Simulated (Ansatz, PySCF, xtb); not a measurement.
Pulling on the C5–H7 bond in C2H5Al (SMILES C=[CH][AlH2]) (multiplicity 1 held, fragments rigid). Energies count from the point at 1.087 Å.
Geometry at that point (charge 0, multiplicity 1):
```
atom    x (Å)    y (Å)    z (Å)
----  -------  -------  -------
Al    -0.1364   0.1629   1.1626
H     -0.8151   1.5910   1.2176
H      0.1783  -0.6444   2.4857
C      0.2915  -0.5524  -0.5896
C      0.0180   0.1449  -1.6988
H      0.7594  -1.5259  -0.7301
H      0.2417  -0.2199  -2.6984
H     -0.4483   1.1257  -1.6579
```

Restricted levels (R-, RO-) in cc, def2 and unpolarised 6-31G sets keep to the state of the molecule at rest. U- levels take the lowest unrestricted solution at each point, which mixes spins at long bonds. Levels need not reach the same state.

Rows in 6-31G* carry no dispersion term and start afresh at each structure (6-31G* with six Cartesian d functions).

Codes used: Ansatz (Gaussian orbitals); PySCF for 6-31G* rows; xtb for the GFN methods. Each number belongs to the level named beside it. The GFN methods have no spin term and hold the electronic entropy of 300 K.

Problem. One of these levels gives 108.13 kcal/mol for the energy at R = 3.480 Å. Which?
A. U-HF/6-31G*
B. GFN2-xTB
C. R-r2SCAN/cc-pV(T+d)Z
D. U-r2SCAN/cc-pV(T+d)Z

Solution. D, U-r2SCAN/cc-pV(T+d)Z. The others give 120.55 (GFN2-xTB), 88.21 (U-HF/6-31G*), 139.89 (R-r2SCAN/cc-pV(T+d)Z)

Doubts at one or more of the structures used: a spin-contaminated determinant (U-HF/6-31G*, U-r2SCAN/cc-pV(T+d)Z); a restricted determinant that unrestricted orbitals would lower (R-r2SCAN/cc-pV(T+d)Z).

Ansatz is a first-principles code.
